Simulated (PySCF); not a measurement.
Stepwise substitution at one centre (Al Br-CH3). Gas-phase values, no solvent. Strings in code marks are SMILES.

These are PySCF with PBE-D3(BJ)/def2-TZVP // B3LYP-D3(BJ)/def2-TZVP values and carry that method's errors. All candidates: neutral, multiplicity 1. Excitations are Tamm–Dancoff values on a coarser integration grid. The basis has no diffuse functions, so Rydberg states are missing or too high.

The LUMO is -1.92 eV and the HOMO is -7.15 eV. The T1 excitation (TDA) is 5.16 eV.

Question: Name which member has these values.
(A) `[CH3][Al]([Br])[Br]`
(B) `[CH3][Al]([CH3])[CH3]`
(C) `[CH3][Al]([CH3])[Br]`
(D) `[Br][Al]([Br])[Br]`

Answer: A, `[CH3][Al]([Br])[Br]`. The others give `[CH3][Al]([CH3])[CH3]`: -1.14 eV, -6.25 eV, 4.90 eV; `[Br][Al]([Br])[Br]`: -2.45 eV, -7.36 eV, 4.80 eV; `[CH3][Al]([CH3])[Br]`: -1.57 eV, -6.52 eV, 4.81 eV
